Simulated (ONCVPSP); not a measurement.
How hard is this scandium (Sc) ONCV potential?

Sc (Z = 21), optimised norm-conserving Vanderbilt (ONCV), made with ONCVPSP 4.0.1 (LDA (Perdew-Zunger), scalar-relativistic). Core [Ne], reference 3s2 3p6 3d1 4s1.5 (charge +0.5). Waves: 3s+4s: rc 1.40 bohr, ncon 4, nbas 9, qcut 9.4 1/bohr, 2 projectors; 3p: rc 1.80 bohr, ncon 4, nbas 9, qcut 8.4 1/bohr, 2 projectors, debl 3.8 Ha; 3d: rc 2.00 bohr, ncon 4, nbas 8, qcut 7.5 1/bohr, 2 projectors, debl 3.5 Ha. Local part: polynomial inside 1.00 bohr (lpopt 5, dvloc0 3 Ha). Core correction: polynomial model core, fcfact 0.4.

Question: For each optimised wave give the share of its norm inside rc, the residual kinetic energy above qcut (Ha) and the cutoffs (Ha) for errors of 10, 1, 0.1 and 0.01 mHa per electron.

Answer:

```csv
wave,norm inside rc,residual KE,10 mHa,1 mHa,0.1 mHa,0.01 mHa
3s,0.807,3.0e-07,21.5,28.7,34.0,38.4
4s,0.040,9.5e-08,14.5,23.6,30.6,36.2
3p,0.898,4.8e-09,13.6,18.4,22.5,26.2
p projector 2,0.104,1.1e-08,12.9,17.3,21.4,25.0
3d,0.679,4.8e-06,17.6,21.6,24.6,27.2
d projector 2,0.165,3.1e-04,21.9,26.1,46.0,76.7
```

The occupied waves need 29 Ha and 34 Ha for 1 and 0.1 mHa.
